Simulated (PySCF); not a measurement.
W(S)2(Cl)(NH2) (ClH₂NS₂W), SMILES [NH2][W]([Cl])(=[S])=[S], multiplicity 1.

Coordinates come from a PBE-D3(BJ)/def2-SVP optimisation. The spin state was assumed, not searched. The structure was generated by enumeration; whether it is a known compound was not checked. The def2 effective core potentials stand for the cores of W; spin–orbit coupling is left out. The values are those of a single conformer.

Method: HF/def2-TZVP in PySCF.

Symmetry labels are those of the subgroup Cs that the program uses (full group Cs).

Computed valence orbital energies around the gap with their symmetry:
```
orbital  symmetry  energy (eV)
-------  --------  -----------
HOMO−7         A"       -13.93
HOMO−6         A'       -13.24
HOMO−5         A"       -12.80
HOMO−4         A'       -12.74
HOMO−3         A'       -11.64
HOMO−2         A"       -11.10
HOMO−1         A'       -10.46
HOMO           A"        -9.75
LUMO           A"         0.10
LUMO+1         A'         0.59
LUMO+2         A"         1.13
LUMO+3         A'         1.60
```
